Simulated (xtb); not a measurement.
C2H2Cl2, charge -1, doublet, from a rough starting geometry (a state made from the parent by changing its charge; the spin is typed, not shown lowest); GFN2-xTB run with xtb.

The xtb input:
```
$ xtb mol.xyz --gfn 2 --chrg -1 --uhf 1 --opt vtight --json

# file mol.xyz
6

Cl     2.09149119     0.39629090     0.02088703
C      0.56221058    -0.32263361     0.00646404
C     -0.52198211     0.40003961    -0.01619657
Cl    -2.12126293    -0.31785599    -0.01108452
H      0.58623061    -1.47507139    -0.03466672
H     -0.56057701     1.44978323     0.00367439
```

Predict the main parts of the log of this xtb run.


```
   ID    Z sym.   atoms
    1   17 Cl     1, 4
    2    6 C      2, 3
    3    1 H      5, 6

           -------------------------------------------------
          |                Calculation Setup                |
           -------------------------------------------------

           -------------------------------------------------
          |                 G F N 2 - x T B                 |
           -------------------------------------------------

          ...................................................
          :                      SETUP                      :
          :.................................................:
          :  # basis functions                  30          :
          :  # atomic orbitals                  28          :
          :  # shells                           12          :
          :  # electrons                        25          :
          :  max. iterations                   250          :
          :  Hamiltonian                  GFN2-xTB          :
          :  restarted?                      false          :
          :  GBSA solvation                  false          :
          :  PC potential                    false          :
          :  electronic temp.          300.0000000     K    :
          :  accuracy                    1.0000000          :
          :  -> integral cutoff          0.2500000E+02      :
          :  -> integral neglect         0.1000000E-07      :
          :  -> SCF convergence          0.1000000E-05 Eh   :
          :  -> wf. convergence          0.1000000E-03 e    :
          :  Broyden damping             0.4000000          :
          :  net charge                         -1          :
          :  unpaired electrons                  1          :
          ...................................................

 iter      E             dE          RMSdq      gap      omega  full diag
   1    -14.4946498 -0.144946E+02  0.600E+00    0.07       0.0  T
   2    -14.5696530 -0.750032E-01  0.362E+00    1.11       1.0  T
   3    -14.5824656 -0.128126E-01  0.221E+00    0.66       1.0  T
   4    -14.5834208 -0.955253E-03  0.703E-01    0.44       1.0  T
   5    -14.5838893 -0.468507E-03  0.436E-01    0.43       1.0  T
   6    -14.5840754 -0.186118E-03  0.338E-01    0.44       1.0  T
   7    -14.5843127 -0.237287E-03  0.104E-01    0.41       1.0  T
   8    -14.5843337 -0.209241E-04  0.263E-02    0.39       1.6  T
   9    -14.5843348 -0.117108E-05  0.145E-02    0.39       2.8  T
  10    -14.5843353 -0.437898E-06  0.870E-03    0.39       4.7  T
  11    -14.5843355 -0.230724E-06  0.305E-03    0.39      13.4  T
  12    -14.5843355 -0.151804E-07  0.167E-03    0.39      24.4  T
  13    -14.5843355 -0.486000E-08  0.986E-04    0.39      41.4  T
  14    -14.5843355 -0.367060E-08  0.199E-04    0.39     204.8  T

   *** convergence criteria satisfied after 14 iterations ***

         :::::::::::::::::::::::::::::::::::::::::::::::::::::
         ::                     SUMMARY                     ::
         :::::::::::::::::::::::::::::::::::::::::::::::::::::
         :: total energy             -14.480655512180 Eh    ::
         :: gradient norm              0.225622800239 Eh/a0 ::
         :: HOMO-LUMO gap              0.390991235353 eV    ::
         ::.................................................::
         :: SCC energy               -14.584335451302 Eh    ::
         :: -> isotropic ES            0.116310771145 Eh    ::
         :: -> anisotropic ES         -0.008159440830 Eh    ::
         :: -> anisotropic XC         -0.007613319209 Eh    ::
         :: -> dispersion             -0.004444392665 Eh    ::
         :: repulsion energy           0.103679939122 Eh    ::
         :: add. restraining           0.000000000000 Eh    ::
         :: total charge              -1.000000000000 e     ::
         :::::::::::::::::::::::::::::::::::::::::::::::::::::

      -----------------------------------------------------------
[...]
 * total energy  :   -14.5437863 Eh     change       -0.2123551E-06 Eh
 * total energy  :   -14.5437865 Eh     change       -0.2024920E-06 Eh
 * total energy  :   -14.5437867 Eh     change       -0.2149507E-06 Eh
 * total energy  :   -14.5437869 Eh     change       -0.2320535E-06 Eh
 * total energy  :   -14.5437871 Eh     change       -0.2363001E-06 Eh
 * total energy  :   -14.5437874 Eh     change       -0.2235813E-06 Eh
 * total energy  :   -14.5437876 Eh     change       -0.2041421E-06 Eh
 * total energy  :   -14.5437878 Eh     change       -0.1891052E-06 Eh
 * total energy  :   -14.5437879 Eh     change       -0.1830704E-06 Eh
 * total energy  :   -14.5437881 Eh     change       -0.1864871E-06 Eh
 * total energy  :   -14.5437883 Eh     change       -0.1963749E-06 Eh
 * total energy  :   -14.5437883 Eh     change       -0.3994225E-08 Eh
   *** GEOMETRY OPTIMIZATION CONVERGED AFTER 44 ITERATIONS ***
         :: total energy             -14.543788327925 Eh    ::
[...]
         5        2.0000           -0.3351435              -9.1197
         6        2.0000           -0.3176483              -8.6436
         7        2.0000           -0.2855924              -7.7714
         8        2.0000           -0.2601098              -7.0779
         9        2.0000           -0.2427641              -6.6059
        10        2.0000           -0.2408749              -6.5545
        11        2.0000           -0.2401650              -6.5352
        12        2.0000           -0.2364104              -6.4331
        13        1.0000           -0.1653762              -4.5001 (HOMO)
        14                         -0.0373738              -1.0170 (LUMO)
        15                         -0.0169045              -0.4600
        16                          0.2313571               6.2955
        17                          0.2322079               6.3187
        18                          0.2324500               6.3253
        19                          0.2324768               6.3260
        20                          0.2326193               6.3299
        21                          0.2326230               6.3300
        22                          0.2329372               6.3385
        23                          0.2337942               6.3619
        24                          0.2379543               6.4751
       ...                                ...                  ...
        28                          1.1087697              30.1712
      -------------------------------------------------------------
                  HL-Gap            0.1280024 Eh            3.4831 eV
             Fermi-level           -0.1511342 Eh           -4.1126 eV

     #   Z          covCN         q      C6AA      α(0)
     1  17 Cl       0.644    -0.547   116.709    16.519
     2   6 C        2.552    -0.009    28.299     8.695
     3   6 C        2.552    -0.009    28.299     8.695
     4  17 Cl       0.644    -0.547   116.710    16.519
     5   1 H        0.927     0.056     2.244     2.343
     6   1 H        0.927     0.056     2.244     2.343

 Mol. C6AA /au·bohr⁶  :       1241.393693
 Mol. C8AA /au·bohr⁸  :      42912.688325
 Mol. α(0) /au        :         55.114064

Wiberg/Mayer (AO) data.
largest (>0.10) Wiberg bond orders for each atom

 ---------------------------------------------------------------------------
     #   Z sym  total        # sym  WBO       # sym  WBO       # sym  WBO
 ---------------------------------------------------------------------------
     1  17 Cl   0.632 --     2 C    0.428     4 Cl   0.116
     2   6 C    3.913 --     3 C    2.425     5 H    0.969     1 Cl   0.428
     3   6 C    3.913 --     2 C    2.425     6 H    0.969     4 Cl   0.428
     4  17 Cl   0.632 --     3 C    0.428     1 Cl   0.116
     5   1 H    0.997 --     2 C    0.969
     6   1 H    0.997 --     3 C    0.969
 ---------------------------------------------------------------------------

Topologies differ in total number of bonds
Writing topology from bond orders to xtbtopo.mol

molecular dipole:
                 x           y           z       tot (Debye)
 q only:       -0.009      -0.044      -0.107
   full:       -0.010      -0.043      -0.098       0.275
molecular quadrupole (traceless):
                xx          xy          yy          xz          yz          zz
 q only:      -24.727      -6.211      12.562      -0.387      -0.101      12.165
  q+dip:      -28.113      -8.029      16.068      -0.395      -0.199      12.045
   full:      -27.585      -6.659      14.888      -0.424      -0.143      12.697

optimized geometry written to: xtbopt.xyz

           -------------------------------------------------
          | TOTAL ENERGY              -14.543788327925 Eh   |
          | GRADIENT NORM               0.000355176040 Eh/α |
          | HOMO-LUMO GAP               3.483121601762 eV   |
           -------------------------------------------------

normal termination of xtb
```
